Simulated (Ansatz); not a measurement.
`[SnH3][SnH3]` + NH₃ → `[NH2][SnH3]` + `[SnH4]`  (cleavage of the Sn–Sn bond)

Gas-phase electronic energies from Ansatz, PBE0-D4/def2-TZVP geometries. CCSD(T)/CBS adds triple-zeta CCSD(T) − MP2 to the extrapolated MP2 energy (def2 sets, frozen cores). This one scheme is used for every species. DFT in def2-TZVPP. Elements past krypton have def2 core potentials. For Sn outer-core shells are correlated without core-valence functions, which leaves a few kJ/mol of doubt a bond.

CCSD(T)/CBS gives +84.8 kJ/mol.

**Question.** Another level gave +77.6 kJ/mol. Which?
A. B2PLYP/def2-TZVPP
B. HF/def2-TZVPP
C. PBE0-D4/def2-TZVPP
D. RPA@PBE/def2-TZVPP

**Answer.** A. B2PLYP 77.6, RPA@PBE/def2-TZVPP 66.9, HF/def2-TZVPP 71.8, PBE0-D4 86.5 kJ/mol.

Largest T1 diagnostic among the species: 0.013.

From r2SCAN to r2SCAN0 (25 % exact exchange), in def2-TZVPP and without D4, ΔE moves by +4.0 kJ/mol. At CCSD(T), def2-SVP lies −5.3 kJ/mol from the extrapolated value and def2-TZVPP −10.6 kJ/mol. Leaving LDA and LC-ωPBE aside and taking each functional with its dispersion term where it has one, the values, not all of them listed here, spread over 24.1 kJ/mol, from B97M-V to HSE06-D4.
